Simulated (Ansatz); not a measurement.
Pulling on the Sn1–S2 bond in SnS (multiplicity 1 held). Energies count from the point at 2.223 Å.


Restricted levels (R-, RO-) in cc, def2 and unpolarised 6-31G sets keep to the state of the molecule at rest. U- levels take the lowest unrestricted solution at each point, which mixes spins at long bonds. Levels need not reach the same state.

Frozen-core correlation. Filled d and f shells under p-block atoms count as core.

Run with Ansatz (a first-principles code).  In def2 rows elements past Kr take small-core potentials, without spin–orbit coupling.

Energies in kJ/mol.

```tsv
R (Å)	R-PBE/def2-TZVPP	R-r2SCAN/def2-TZVPP	R-B3LYP/def2-TZVPP	U-B3LYP/def2-TZVPP	U-wB97X-V/def2-TZVPP	U-MP2/def2-TZVPP
1.778	407	391	404	404	369	427
2.000	75	66	72	72	52	77
2.223	0	0	0	0	0	0
2.445	34	43	39	39	60	127
2.667	108	126	118	118	161	206
3.001	230	260	249	241	278	305
3.334	337	377	365	326	360	399
3.890	463	514	506	409	441	463
4.445	538	595	593	446	472	473
5.112	585	647	652	464	483	477
6.001	614	677	676	474	485	479
7.113	627	690	686	477	486	480
8.891	634	697	693	478	487	480
```

Doubts at one or more of the structures used: a restricted determinant that unrestricted orbitals would lower (R-PBE/def2-TZVPP, R-r2SCAN/def2-TZVPP, R-B3LYP/def2-TZVPP); a spin-contaminated determinant (U-B3LYP/def2-TZVPP, U-wB97X-V/def2-TZVPP, U-MP2/def2-TZVPP).
